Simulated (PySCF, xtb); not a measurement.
C3H4BClO, SMILES C#CB(Cl)OC. The values are those of a single conformer.

Harmonic wavenumbers (cm⁻¹) from xtb with GFN2-xTB at its own minimum, in rising order: 77, 112, 132, 198, 263, 394, 428, 500, 505, 678, 696, 916, 1047, 1128, 1141, 1332, 1412, 1459, 1463, 2218, 2972, 2977, 2986, 3368.

Task: What does PBE0-D3(BJ)/def2-SVP (PySCF 2.14.0) give at its own minimum? (An estimate is asked for; the answer gives what the named calculation found.)

Result: 43, 132, 137, 230, 268, 421, 467, 574, 597, 717, 768, 1042, 1094, 1187, 1191, 1412, 1472, 1475, 1516, 2204, 3060, 3164, 3171, 3479. Paired by order, the mean absolute difference is 63 cm⁻¹ and the zero-point energies are 40.6 and 42.6 kcal/mol.
